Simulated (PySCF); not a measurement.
**SMILES BC[C@@H]1C[C@H]1F, C₄H₈BF**

Molfile (atoms numbered from 1):
```
C4H8BF
     RDKit          3D

 14 14  0  0  0  0  0  0  0  0999 V2000
    2.1385    0.5961   -0.3212 B   0  0  0  0  0  0  0  0  0  0  0  0
    0.9382    0.1688    0.5980 C   0  0  0  0  0  0  0  0  0  0  0  0
   -0.2029   -0.5563   -0.0820 C   0  0  2  0  0  0  0  0  0  0  0  0
   -1.2946    0.2105   -0.7805 C   0  0  0  0  0  0  0  0  0  0  0  0
   -1.5804   -0.5141    0.4955 C   0  0  1  0  0  0  0  0  0  0  0  0
   -2.3485   -1.6435    0.4329 F   0  0  0  0  0  0  0  0  0  0  0  0
    2.1315    0.3761   -1.4678 H   0  0  0  0  0  0  0  0  0  0  0  0
    3.0486    1.1472    0.1624 H   0  0  0  0  0  0  0  0  0  0  0  0
    1.3217   -0.4602    1.4096 H   0  0  0  0  0  0  0  0  0  0  0  0
    0.5455    1.0572    1.1035 H   0  0  0  0  0  0  0  0  0  0  0  0
    0.0796   -1.4948   -0.5427 H   0  0  0  0  0  0  0  0  0  0  0  0
   -1.7075   -0.2014   -1.6880 H   0  0  0  0  0  0  0  0  0  0  0  0
   -1.2737    1.2890   -0.7518 H   0  0  0  0  0  0  0  0  0  0  0  0
   -1.7967    0.0251    1.4099 H   0  0  0  0  0  0  0  0  0  0  0  0
  1  2  1  0
  2  3  1  0
  3  4  1  0
  4  5  1  0
  5  6  1  0
  5  3  1  0
  1  7  1  0
  1  8  1  0
  2  9  1  0
  2 10  1  0
  3 11  1  6
  4 12  1  0
  4 13  1  0
  5 14  1  1
M  END
```

Theory: TDDFT CAM-B3LYP/def2-SVPD circular dichroism and optical rotation, one conformer, gas phase (PySCF 2.14.0). Geometry: GFN2-xTB.

The molecule is flexible and this is one conformer; a measurement averages over conformers.

Q: Draw the ECD and absorption spectra from the lowest 8 states, each a Gaussian of half-width 0.35 eV at 1/e height.

A: 
| E (eV) | λ (nm) | Δε (L mol⁻¹ cm⁻¹) | ε (L mol⁻¹ cm⁻¹) |
| --- | --- | --- | --- |
| 4.92 | 252 | -0.05 | 12.1 |
| 5.07 | 245 | -0.16 | 34.4 |
| 5.22 | 238 | -0.33 | 67.5 |
| 5.37 | 231 | -0.55 | 91.8 |
| 5.52 | 225 | -0.85 | 86.8 |
| 5.67 | 219 | -1.33 | 57.7 |
| 5.82 | 213 | -1.84 | 28.2 |
| 5.97 | 208 | -1.88 | 13.2 |
| 6.12 | 203 | -1.12 | 15.8 |
| 6.27 | 198 | +0.43 | 40.2 |
| 6.42 | 193 | +2.44 | 87.3 |
| 6.57 | 189 | +4.16 | 136 |
| 6.72 | 185 | +4.55 | 151 |
| 6.87 | 181 | +3.47 | 140 |
| 7.02 | 177 | +2.12 | 159 |
| 7.17 | 173 | +1.89 | 263 |
| 7.32 | 169 | +3.54 | 447 |
| 7.47 | 166 | +6.90 | 672 |
| 7.62 | 163 | +10.05 | 915 |
| 7.77 | 160 | +9.47 | 1150 |
| 7.92 | 157 | +3.19 | 1320 |
| 8.07 | 154 | -5.88 | 1320 |

Δε uses R in velocity form, ε uses f in length form. Only the states computed contribute, so the short-wavelength end is incomplete.
